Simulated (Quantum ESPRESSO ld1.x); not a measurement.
Species: Ta XXXVII. Configuration: [Kr] 4d1.

Calculated with ld1.x of Quantum ESPRESSO 7.5: scalar-relativistic Kohn-Sham, LDA (Slater exchange, Perdew-Zunger correlation), spin-polarised, spherical densities, point nucleus; open shells are filled with parallel spins first.

Energy parts (eV):
total: -403889.5
kinetic: 445817.3
electron-nucleus: -937004.9
Hartree: 93969.1
exchange-correlation: -6671.0

Orbitals (lengths in bohr, moments of r in powers of bohr):
[
 {"orbital": "1s up", "occ.": "1", "eigenvalue (eV)": "-68845.0", "<r>": "0.01867"},
 {"orbital": "1s down", "occ.": "1", "eigenvalue (eV)": "-68844.9", "<r>": "0.01867"},
 {"orbital": "2s up", "occ.": "1", "eigenvalue (eV)": "-13100.6", "<r>": "0.07895"},
 {"orbital": "2s down", "occ.": "1", "eigenvalue (eV)": "-13099.5", "<r>": "0.07895"},
 {"orbital": "2p up", "occ.": "3", "eigenvalue (eV)": "-11674.6", "<r>": "0.07055"},
 {"orbital": "2p down", "occ.": "3", "eigenvalue (eV)": "-11673.7", "<r>": "0.07054"},
 {"orbital": "3s up", "occ.": "1", "eigenvalue (eV)": "-4135.70", "<r>": "0.2029"},
 {"orbital": "3s down", "occ.": "1", "eigenvalue (eV)": "-4134.94", "<r>": "0.2029"},
 {"orbital": "3p up", "occ.": "3", "eigenvalue (eV)": "-3710.80", "<r>": "0.2023"},
 {"orbital": "3p down", "occ.": "3", "eigenvalue (eV)": "-3709.99", "<r>": "0.2023"},
 {"orbital": "3d up", "occ.": "5", "eigenvalue (eV)": "-3225.35", "<r>": "0.1825"},
 {"orbital": "3d down", "occ.": "5", "eigenvalue (eV)": "-3224.35", "<r>": "0.1825"},
 {"orbital": "4s up", "occ.": "1", "eigenvalue (eV)": "-1854.95", "<r>": "0.4145"},
 {"orbital": "4s down", "occ.": "1", "eigenvalue (eV)": "-1852.13", "<r>": "0.4145"},
 {"orbital": "4p up", "occ.": "3", "eigenvalue (eV)": "-1698.06", "<r>": "0.4267"},
 {"orbital": "4p down", "occ.": "3", "eigenvalue (eV)": "-1695.27", "<r>": "0.4268"},
 {"orbital": "4d up", "occ.": "1", "eigenvalue (eV)": "-1509.53", "<r>": "0.4260"},
 {"orbital": "4d down", "occ.": "0", "eigenvalue (eV)": "-1506.75", "<r>": "0.4261"}
]

The highest occupied level is 4d up at -1509.5 eV. Spin moment in Bohr magnetons: 1. For comparison, the ionisation energy in NIST's Atomic Spectra Database is 1542 eV (theoretical). In exact Kohn-Sham theory the highest level is minus the ionisation energy, but local and semilocal functionals leave it too shallow, through self-interaction and a potential that decays too fast; potentials with the right tail come closer.
